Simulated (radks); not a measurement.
Species: the thallium ion Tl4+. Configuration: [Kr] 4d10 4f14 5s1 5p6 5d9 5f1 (not the ground configuration). All-electron calculation, Dirac Kohn-Sham, LDA (Slater exchange, Perdew-Zunger correlation), spin-unpolarised, spherical densities, finite nucleus; open shells fill j = l - 1/2 first; Fermi nuclear charge, rms radius 5.4759 fm. Program: a radial shooting solver on a logarithmic mesh with Libxc functionals.

Unscreened Slater integrals over Kohn-Sham orbitals (cm^-1). Large and small components are both included. Empty in this configuration: 5f7/2.

integral,value
"F0(5f5/2,5f5/2)",74300
"F2(5f5/2,5f5/2)",37651
"F4(5f5/2,5f5/2)",24296
"F0(5f5/2,5d5/2)",93515
"F2(5f5/2,5d5/2)",34310
"F4(5f5/2,5d5/2)",19414
"G1(5f5/2,5d5/2)",33051
"G3(5f5/2,5d5/2)",19866
"G5(5f5/2,5d5/2)",13933
"F0(5f5/2,5d3/2)",93893
"F2(5f5/2,5d3/2)",33494
"G1(5f5/2,5d3/2)",31377
"G3(5f5/2,5d3/2)",18870
"F0(5f5/2,5p3/2)",96071
"F2(5f5/2,5p3/2)",27710
"G2(5f5/2,5p3/2)",14859
"G4(5f5/2,5p3/2)",9961.7
"F0(5f5/2,5f7/2)",73978
"F2(5f5/2,5f7/2)",37529
"F4(5f5/2,5f7/2)",24228
"G2(5f5/2,5f7/2)",37521
"G4(5f5/2,5f7/2)",24223
"G6(5f5/2,5f7/2)",17639
"F0(5d5/2,5d5/2)",155360
"F2(5d5/2,5d5/2)",81984
"F4(5d5/2,5d5/2)",55054
"F0(5d5/2,5d3/2)",157560
"F2(5d5/2,5d3/2)",83059
"G2(5d5/2,5d3/2)",82929
"G4(5d5/2,5d3/2)",55705
"F0(5d5/2,5p3/2)",171350
"F2(5d5/2,5p3/2)",87852
"G1(5d5/2,5p3/2)",108270
"G3(5d5/2,5p3/2)",67585
"F0(5d5/2,5f7/2)",92749
"F2(5d5/2,5f7/2)",33683
"F4(5d5/2,5f7/2)",18960
"G1(5d5/2,5f7/2)",32047
"G3(5d5/2,5f7/2)",19273
"G5(5d5/2,5f7/2)",13523
"F0(5d3/2,5d3/2)",159870
"F2(5d3/2,5d3/2)",84325
"F0(5d3/2,5p3/2)",174480
"F2(5d3/2,5p3/2)",90370
"G1(5d3/2,5p3/2)",112860
"G3(5d3/2,5p3/2)",70464
"F0(5d3/2,5f7/2)",93113
"F2(5d3/2,5f7/2)",32862
"G3(5d3/2,5f7/2)",18269
"G5(5d3/2,5f7/2)",12827
"F0(5p3/2,5p3/2)",194750
"F2(5p3/2,5p3/2)",105100
"F0(5p3/2,5f7/2)",95210
"F2(5p3/2,5f7/2)",27067
"G2(5p3/2,5f7/2)",14200
"G4(5p3/2,5f7/2)",9527.7
"F0(5f7/2,5f7/2)",73662
"F2(5f7/2,5f7/2)",37414
"F4(5f7/2,5f7/2)",24165
"F6(5f7/2,5f7/2)",17601
